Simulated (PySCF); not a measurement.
**Relaxation of quartet Cs3**

All numbers come from PySCF, UPBE0, basis Cs def2-TZVP with ECP46 (scalar-relativistic core potentials, no spin–orbit coupling, density fitting). A (50,194) grid was used.

A hand-made obtuse triangle start, of C2v symmetry, held to at least that symmetry:

```xyz
3
charge 0 multiplicity 4, angstrom
Cs    0.0000   -2.0045    0.0000
Cs    3.9087    1.0022    0.0000
Cs   -3.9087    1.0022    0.0000
```

Problem. What does it relax to?

Solution. It ends at D3h with Cs–Cs 5.818 Å (×3); Cs–Cs–Cs 60.0° (×3) (after a last refinement on a finer grid). The frequency run here used a shortcut that can spoil soft modes, so no verdict on minimum or saddle point is given. Other isomers or separated fragments may lie lower.

Problem. How much energy is released, and in how many steps?

Solution. 20.7 kJ/mol in 14 steps.

At this level a doublet minimum of C2v symmetry lies 49 kJ/mol below this structure. Spin–orbit coupling, left out here, can matter for elements this heavy.
